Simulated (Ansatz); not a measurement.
Molecule: HI, net charge 1, doublet state. SMILES of the parent species: I

Atoms: I1, H2. Bonds: I1-H2.

Bond lengths (Å) and angles (degrees) optimised at HF/STO-3G with Ansatz (a program for electronic structure); HF/6-31G* with LANL2DZ past Ar with Ansatz; B3LYP/LANL2DZ with Ansatz; B3LYP/6-31G* with LANL2DZ past Ar with Ansatz, each started from the B3LYP-D3(BJ)/def2-TZVP structure (Ansatz) of the last column. A row stands for all coordinates that are equal there. 6-31G* holds six Cartesian d functions.

| coordinate | HF/STO-3G | HF/6-31G* with LANL2DZ past Ar | B3LYP/LANL2DZ | B3LYP/6-31G* with LANL2DZ past Ar | B3LYP-D3(BJ)/def2-TZVP |
|---|---|---|---|---|---|
| I1-H2 | 1.644 | 1.628 | 1.653 | 1.652 | 1.638 |

Mean signed difference of all 1 bond lengths from B3LYP-D3(BJ)/def2-TZVP: HF/STO-3G 0.005 Å, HF/6-31G* with LANL2DZ past Ar -0.010 Å, B3LYP/LANL2DZ 0.015 Å, B3LYP/6-31G* with LANL2DZ past Ar 0.014 Å.
